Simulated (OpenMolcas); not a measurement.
Ag II: from CASSCF to CASPT2

* Program: OpenMolcas
* Basis: ANO-RCC-VTZP [7s6p4d2f1g]
* Scalar Hamiltonian: DKH2, point nucleus
* Active space: 10 electrons in 6 orbitals (4d 5s)
* State averaging: 2S+1 = 3 even, 5 roots; 2S+1 = 1 even, 6 roots
* Spin-orbit coupling: RASSI with atomic mean-field integrals over the reference wave functions, term energies averaged over their components

Methods on the same reference wave functions:
A. CASSCF
B. SS-CASPT2, IPEA 0.25 Eh, imaginary shift 0.1 Eh (closed shells correlated: 4s 4p)

Energies in cm-1 above 4d10 1S0, the measured ground level; measured values from NIST Handbook of Basic Atomic Spectroscopic Data.

```json
{"Level": "4d10 1S0", "A": "0.0", "B": "0.0", "Measured": "0.0"}
{"Level": "4d9 5s 3D3", "A": "27884", "B": "37412", "Measured": "39168"}
{"Level": "4d9 5s 3D2 [75 %]", "A": "29593", "B": "38801", "Measured": "40745"}
{"Level": "4d9 5s 3D1", "A": "32238", "B": "41766", "Measured": "43743"}
{"Level": "4d9 5s 1D2 [75 %]", "A": "35459", "B": "43689", "Measured": "46049"}
```

Deviations, from unrounded energies. A percentage is the sum of absolute deviations over the sum of measured energies, with the sign that they share, or ± where signs differ.

```json
{"Against measurement": "mean absolute deviation (cm-1)", "Levels": "4", "A": "11000", "B": "2000"}
{"Against measurement": "other configurations (%)", "Levels": "4", "A": "-26.2", "B": "-4.7"}
```

B lies closest to measurement on these levels. The largest miss of B in the table is 4d9 5s 1D2 [75 %], by -2400 cm-1. The ranking rests on the paired levels alone, and a cruder setting can come out closer through cancelling errors.

The lowest spin-free term lies below A's lowest term by 0.588 hartree in B.

A single d shell beside an s shell can misplace configurations of different d count against each other. Without dynamic correlation excited terms often stand tens of per cent too high (terms of higher spin than the ground term too low), and those without a measured partner can miss by more than the paired ones (holds for A). Measured partners are found by configuration, term and J. A level has none where our copy of the source lacks it or the pairing is in doubt (some pairs that miss far off the trend of their configuration count as doubtful), and it then counts in no deviation. Levels of configurations outside the active space are missing.

A share in square brackets marks a mixed level and gives the weight of the term that names it, the lowest over the columns.
